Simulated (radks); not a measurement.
F2+, 7 electrons, occupied as [He] 2s2 2p3 (the NIST ground configuration). All-electron calculation, Dirac Kohn-Sham, LDA (Slater exchange, Perdew-Wang correlation), spin-unpolarised, spherical densities, point nucleus; open shells fill j = l - 1/2 first. Program: a radial shooting solver on a logarithmic mesh with Libxc functionals.

X-ray form factor f0, the Fourier transform of the density (f0(0) = 7):

| sin(theta)/lambda (1/angstrom) | f0 (electrons) |
|---|---|
| 0.05 | 6.906 |
| 0.1 | 6.638 |
| 0.15 | 6.227 |
| 0.2 | 5.721 |
| 0.25 | 5.169 |
| 0.3 | 4.613 |
| 0.4 | 3.611 |
| 0.5 | 2.846 |
| 0.6 | 2.316 |
| 0.8 | 1.743 |
| 1 | 1.484 |
| 1.25 | 1.288 |
| 1.5 | 1.120 |
| 2 | 0.810 |
